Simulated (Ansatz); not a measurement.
CH6FNOTi, SMILES `[CH3][Ti]([NH2])([OH])[F]`. Charge 0, multiplicity 1. Correlated methods include outer-core shells of Ti, which these sets cover unevenly. Scalar relativity is left out up to krypton.

```xyz
11

C     1.357    0.727    0.379
Ti   -0.132   -0.495   -0.373
N    -1.660    0.582   -0.445
O    -0.356   -1.778    0.843
F     0.433   -0.941   -1.988
H     1.506    1.586   -0.282
H     2.287    0.151    0.433
H     1.097    1.085    1.378
H    -2.403    0.582    0.240
H    -1.883    1.209   -1.206
H    -0.245   -2.710    1.022
```

Problem. Give the diagnostics of a CCSD(T)/def2-TZVPP run (frozen core, Ansatz 0.2.0). (Estimate.)

Solution. Ansatz gave: T1 = 0.0227, largest single amplitude 0.050, largest double 0.026, (T) share of the correlation energy 4.5 %, 14 CCSD cycles. The RHF solution is stable towards an unrestricted one. T1 lies over the customary mark of 0.02 for closed shells; compounds of d metals often pass it without a breakdown.
